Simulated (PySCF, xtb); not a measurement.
Si(Cl)(Me)(OH)(NH2) (CH₆ClNOSi), SMILES C[Si](N)(O)Cl.

GFN2-xTB (xtb) at its own geometry gives an orbital gap of 7.36 eV and a dipole moment of 3.51 D.

Geometry: PBE0-D3(BJ)/def2-SVP. The structure was generated by enumeration, and PubChem lists no compound with its InChIKey, so it may never have been made. One conformer was computed; it need not be the lowest.

Task: What does PBE0/def2-TZVP (PySCF) give? (The exact figures need the calculation; the answer reports its results.)

Result: gap 8.43 eV (levels -7.88 and 0.55 eV), dipole 3.15 D.
